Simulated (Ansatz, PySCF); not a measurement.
This Ansatz (a program for electronic structure) input computes a SVWN5/def2-TZVPD energy:

Ansatz 0.2 input:
```yaml
crystal:
  periodic: [false, false, false]
  atoms:
    - {symbol: C, position_ang: [-1.15878554, -0.23099395, -0.04654759]}
    - {symbol: Si, position_ang: [0.47520641, 0.09472832, 0.01908870]}
    - {symbol: H, position_ang: [-2.20799381, -0.44014462, -0.08869354]}
    - {symbol: H, position_ang: [1.49426260, -0.96659357, 0.10401088]}
    - {symbol: H, position_ang: [1.01355473, 1.46650544, -0.00327365]}
basis:
  gaussian:
    orbitals: def2-TZVPD
hamiltonian:
  xc: {name: SVWN5}
magnetization: {spin_polarized: true, initial_magnetization: 1}
output: {forces: true}
```

Question: Write an input for the same energy in PySCF and say what it gives.

Answer: 
```python
from pyscf import gto, scf, dft

mol = gto.M(
    atom='''
    C    -1.15878554   -0.23099395   -0.04654759
    Si    0.47520641    0.09472832    0.01908870
    H    -2.20799381   -0.44014462   -0.08869354
    H     1.49426260   -0.96659357    0.10401088
    H     1.01355473    1.46650544   -0.00327365
    ''',
    basis='def2-tzvpd',
    charge=0,
    spin=1,
    verbose=4,
)

mf = dft.UKS(mol, xc='svwn').density_fit(auxbasis='def2-universal-jkfit')
mf.grids.level = 3
mf.conv_tol = 1e-9
mf.max_cycle = 100
mf.max_memory = 1500
mf.kernel()
if not mf.converged:
    mf = mf.newton()
    mf.kernel(mf.make_rdm1())
for _ in range(2):
    mo, _, stable, _ = mf.stability(return_status=True)
    if stable:
        break
    mf.kernel(mf.make_rdm1(mo, mf.mo_occ))
mf.analyze()
```
It gives -327.73302 Eh, and Ansatz -327.73297 Eh, a difference of 0.05 mEh, from the treatment of integrals and grids.

It need not be the lowest isomer of its formula.
